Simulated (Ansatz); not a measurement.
Molecule: C$_{2}$H$_{6}$BS (charge 0, doublet). It need not be the lowest isomer of its formula. 
Structure (B3LYP-D3(BJ)/def2-TZVP (Ansatz, a first-principles code) minimum search):
```xyz
10

C      1.3441    -0.9914     0.5694
B     -0.0076    -0.2791     0.1614
C     -1.3962    -0.9322     0.5433
S      0.0337     1.2437    -0.7194
H      1.3629    -1.9977     0.1388
H      2.2533    -0.4734     0.2671
H      1.3674    -1.1200     1.6563
H     -1.4457    -1.0593     1.6295
H     -1.4502    -1.9370     0.1120
H     -2.2763    -0.3757     0.2240
```
Charge 0, spin multiplicity 2.

Total electronic energies in hartree. Correlated levels leave the core frozen unless marked. UHF or UKS for open shells. No spin-orbit coupling. No relativistic terms. Basis-set limits of correlation are two-point, X^-3; Hartree-Fock from the larger set. [CCSD(T)-MP2]/basis is that difference in the basis named.

| level | program | energy (Eh) |
|---|---|---|
| revPBE-D4/def2-TZVPD | Ansatz + dftd4 | -502.84168 |
| PBE0-D4/def2-TZVP | Ansatz + dftd4 | -502.65345 |
| LC-wPBE/def2-TZVPD | Ansatz | -502.73744 |
| B2PLYP/def2-TZVPD | Ansatz | -502.68617 |
| SCS-MP2/cc-pV(T+d)Z | Ansatz | -502.13166 |
| CCSD/aug-cc-pV(Q+d)Z | Ansatz | -502.22734 |
| CCSD(T) with core electrons (1s frozen past Ne)/cc-pwCVTZ | Ansatz | -502.62659 |
| RI-MP2/CBS(aug-cc-pV(T+d)Z,aug-cc-pV(Q+d)Z)+[CCSD(T)-MP2]/aug-cc-pV(D+d)Z | Ansatz | -502.2863 |
| CCSD(T)/CBS(aug-cc-pV(T+d)Z,aug-cc-pV(Q+d)Z) | Ansatz | -502.2802 |

Totals of different functionals don't rank their quality; only differences between species are comparable.
